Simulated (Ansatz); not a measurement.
Reaction (ligand exchange at the Sn–O bond): `[NH2][SnH2][OH]` + CH₃OH → `C[O][SnH2][NH2]` + H₂O

Program: Ansatz. Geometries: PBE0-D4/def2-TZVP. ΔE: electronic, gas phase. CCSD(T)/CBS is the MP2 limit (def2-TZVPP, def2-QZVPP) plus CCSD(T) − MP2 in def2-TZVPP, frozen cores. This one scheme is used for every species. DFT in def2-TZVPP. B3LYP here is the variant with VWN-RPA as its local correlation; programs differ in this. HSE06 is defined as in plane-wave codes. Elements past krypton have def2 core potentials. For Sn outer-core shells are correlated without core-valence functions, which leaves a few kJ/mol of doubt a bond. Each species was taken in one conformer, which may not be the lowest.

```
             level  ΔE (kJ/mol)  difference from CCSD(T)/CBS
            PBE-D4         -3.6                          3.8
           BLYP-D4         -5.1                          2.3
            B97M-V         -2.6                          4.8
           PBE0-D4         -3.3                          4.1
          B3LYP-D4         -4.5                          2.9
          HSE06-D4         -3.2                          4.2
           ωB97M-V         -3.2                          4.2
               PBE          0.2                          7.6
             BHLYP          1.2                          8.6
           LC-ωPBE          0.2                          7.6
     HF/def2-TZVPP          3.2                         10.6
    MP2/def2-TZVPP         -6.8                          0.6
SCS-MP2/def2-TZVPP         -4.3                          3.1
CCSD(T)/def2-TZVPP         -5.5                          1.9
SCS-MP2/def2-QZVPP         -5.3                          2.1
     MP2/CBS(def2)         -8.7                         -1.3
       CCSD(T)/CBS         -7.4                            0
```

Task: What do rigid-rotor, harmonic-oscillator terms from PBE0-D4/def2-TZVP frequencies (298.15 K, 1 bar) make of the CCSD(T)/CBS value? (An estimate is asked.)

Result: Ansatz gave: ΔZPE = -3.1 kJ/mol, ΔH = -8.6 kJ/mol, ΔS = -22 J/(mol·K), ΔG = -2.0 kJ/mol.

Largest T1 diagnostic among the species: 0.013.

The D4 term adds −6.1 kJ/mol with B3LYP and −3.5 kJ/mol with PBE0; it sums over pairs of atoms, weighted by their polarisabilities, and B3LYP, whose exchange is more repulsive, gets the larger term. Leaving LDA and LC-ωPBE aside and taking each functional with its dispersion term where it has one, the values, not all of them listed here, spread over 3.5 kJ/mol, from BLYP-D4 to B2PLYP. LDA lies −4.8 kJ/mol from PBE without D4.
